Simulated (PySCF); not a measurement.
Species: C2H6O3Si2.
Geometry (GFN2-xTB, Å), atoms numbered from 1 in this order:
```
atom  x, y, z in Å
O1     0.7212    1.9600    0.0140
C2     1.6283    1.1595   -0.1255
C3     1.5064   -0.2875    0.0258
O4     2.0738   -1.0433    0.7743
Si5    0.0993   -0.9273   -1.1603
Si6   -1.8238   -0.4437    0.0716
O7    -1.5810    0.8372    1.0139
H8     2.5805    1.4635   -0.6018
H9     0.2838   -0.1882   -2.4166
H10    0.4928   -2.3130   -1.4062
H11   -2.9130   -0.1813   -0.8759
H12   -2.1813   -1.5253    0.9862
H13   -0.8914    1.4898    0.8216
```

Method used: PySCF 2.14.0, density-fitted response routines, TDDFT PBE0/def2-SVPD, vertical, gas phase, core orbitals frozen in the response.

Ground-to-excited transition dipoles (e·a0, same axes as the geometry; the sign carries no meaning), for the states with f of 0.002 or more among the lowest 7:

```json
{"state": "S1", "E (eV)": "2.460", "μx": "0.285", "μy": "0.221", "μz": "0.000"}
{"state": "S2", "E (eV)": "3.979", "μx": "0.177", "μy": "-0.163", "μz": "-0.013"}
{"state": "S3", "E (eV)": "4.343", "μx": "0.525", "μy": "0.290", "μz": "0.154"}
{"state": "S4", "E (eV)": "4.750", "μx": "0.011", "μy": "-0.199", "μz": "-0.035"}
{"state": "S5", "E (eV)": "4.923", "μx": "-0.256", "μy": "0.059", "μz": "-0.002"}
{"state": "S6", "E (eV)": "5.659", "μx": "-0.426", "μy": "-0.243", "μz": "-0.249"}
{"state": "S7", "E (eV)": "5.947", "μx": "0.171", "μy": "-0.014", "μz": "-0.098"}
```

What oscillator strength does each state have?

f = (2/3) ΔE |μ|² with ΔE in hartree (27.2114 eV).

```tsv
state	|μ|² (au)	|μ| (D)	f
S1	0.130	0.92	0.008
S2	0.058	0.61	0.006
S3	0.384	1.57	0.041
S4	0.041	0.51	0.005
S5	0.069	0.67	0.008
S6	0.303	1.40	0.042
S7	0.039	0.50	0.006
```

Which bond between heavy atoms lies closest to the direction of the S6 transition dipole?

C3–Si5, at 11° from it; next Si6–O7 at 43°.

What angle do the transition dipoles of S3 and S6 make?

|cos θ| = |μa·μb| / (|μa| |μb|) = 0.98, so θ ≈ 13° (taken between 0 and 90°, since the signs are arbitrary).

How is the summed strength of these states shared among x, y and z?

(2/3) Σ ΔE μα² gives 0.075 for x, 0.028 for y and 0.013 for z, 0.115 in all.

On one thread of an Arm Neoverse N1, no GPU, shared host with 64 logical CPUs at a one-minute load of 60, this took 59 s and 0.81 GiB of memory at its peak.

One conformer stands for the species.
